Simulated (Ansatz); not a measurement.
(BN)n: r2SCAN-D4/def2-TZVP single points in Ansatz on relaxed structures, gas phase. Each cluster is the lowest isomer that a short search found in that spin, judged at the geometry's level, and lower ones may exist. Binding counts from free atoms in the multiplicity of their measured ground term, without zero-point energy. A dash marks a value that wasn't run or was left out as unsound. The structures are stationary points that may keep the symmetry of their start. Remarks come from the PBE and PBE0 runs and from stability tests at other levels; not every state was tested. HOMO above LUMO (over both spins in singlets and doublets, within one spin in higher multiplets; at PBE or PBE0), or a gap under 0.15 eV within one spin, warns that the state may not be the lowest or that an electron is smeared out.

| species | atoms | state | geometry | HOMO (eV) | LUMO (eV) | gap (eV) | vertical triplet (eV) | binding per atom (eV) | point group (within 0.1 Å) | remarks |
| --- | --- | --- | --- | --- | --- | --- | --- | --- | --- | --- |
| B7N7 | 14 | singlet | PBE-D4/def2-SVP | -7.14 | -1.55 | 5.59 | 5.15 | 5.86 | D7h | gap within one spin near zero at PBE or PBE0 (triplet), HOMO above LUMO (triplet) |
| B9N9 | 18 | singlet | r2SCAN-D4/def2-SVP | -6.98 | -1.76 | 5.23 | – | 5.90 | – | gap within one spin near zero at PBE or PBE0 (triplet), HOMO above LUMO (triplet) |

Task: Estimate the rows for B3N3 (singlet, PBE0-D4/def2-SVP geometry).

Result: 
```json
{"species": "B3N3", "atoms": "6", "state": "singlet", "geometry": "PBE0-D4/def2-SVP", "HOMO (eV)": "-7.91", "LUMO (eV)": "-3.71", "gap (eV)": "4.21", "vertical triplet (eV)": "3.52", "binding per atom (eV)": "5.24", "point group (within 0.1 Å)": "D3h", "remarks": "gap within one spin near zero at PBE or PBE0 (triplet), HOMO above LUMO (triplet)"}
```

The gap (eV) runs from 4.21 (B3N3) to 5.59 (B7N7). The binding per atom (eV) runs from 5.24 (B3N3) to 5.90 (B9N9).
